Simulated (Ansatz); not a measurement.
Stepwise reaction of `[SiH3]OBO[SiH3]` with hydrogen sulfide, as a gas-phase model of exchange steps in deposition or etching. ΔE in kJ/mol.

Gas-phase electronic energies from Ansatz, PBE0-D4/def2-TZVP geometries. CCSD(T)/CBS is the MP2 limit (def2-TZVPP, def2-QZVPP) plus CCSD(T) − MP2 in def2-TZVPP, frozen cores. This one scheme is used for every species. DFT in def2-TZVPP. B3LYP here is the variant with VWN-RPA as its local correlation; programs differ in this. Each species was taken in one conformer, which may not be the lowest.

| step | reaction | PBE-D4 | B3LYP-D4 | ωB97M-V | CCSD(T)/CBS |
| --- | --- | --- | --- | --- | --- |
| 1 | `[SiH3]OBO[SiH3]` + H₂S → `[SiH3]OBS` + `O[SiH3]` | 58.2 | 71.8 | 72.2 | 69.8 |
| 2 | `[SiH3]OBS` + H₂S → `SBS` + `O[SiH3]` | 33.3 | 47.8 | 44.6 | 43.0 |

Q: By hand: ΔE of the 2 steps together at CCSD(T)/CBS.

A: (69.8) + (43.0) = 112.8 kJ/mol, or 56.4 kJ/mol a step.

In ΔE each step is lower than the one before. All are uphill at CCSD(T)/CBS. PBE-D4 differs from CCSD(T)/CBS by -11.6 to -9.7 kJ/mol a step. Isolated molecules leave out the surface, adducts and barriers. Largest T1 diagnostic: 0.014.
